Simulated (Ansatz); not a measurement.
Start from `N[SiH2]OC[SiH3]` and change one atom or group to get `C#COC[SiH3]`.

Ansatz, PBE0-D4/def2-TZVP geometries, multiplicity 1. Each molecule was computed in one conformer, which needn't be the lowest.

```
                                        property  `N[SiH2]OC[SiH3]`
           LUMO energy (ωB97M-V/def2-TZVPP) / eV               2.06
             HOMO energy (B3LYP/def2-TZVPP) / eV              -7.58
             HOMO–LUMO gap (PBE/def2-TZVPP) / eV               6.13
size of the dipole moment (B3LYP/def2-TZVPP) / D               0.57
              HOMO energy (PBE0/def2-TZVPP) / eV              -7.84
           HOMO energy (ωB97M-V/def2-TZVPP) / eV             -10.22
```

(1) What does the change do to each property? (An estimate is asked.)

Results:

(1) The calculation gave: 
```tsv
property	`C#COC[SiH3]`	shift
LUMO energy (ωB97M-V/def2-TZVPP) / eV	1.91	-0.15
HOMO energy (B3LYP/def2-TZVPP) / eV	-6.77	0.81
HOMO–LUMO gap (PBE/def2-TZVPP) / eV	5.24	-0.89
size of the dipole moment (B3LYP/def2-TZVPP) / D	1.75	1.18
HOMO energy (PBE0/def2-TZVPP) / eV	-7.00	0.84
HOMO energy (ωB97M-V/def2-TZVPP) / eV	-9.24	0.98
```

With PBE0 the HOMO rises by 0.84 eV and the LUMO falls by 0.19 eV, so the gap narrows by about 1.03 eV. PBE moves the HOMO by 0.68 eV and ωB97M-V by 0.98 eV. Dipoles are sizes alone; their direction can turn.

B3LYP here is the variant with VWN-RPA as its local correlation; programs differ in this.
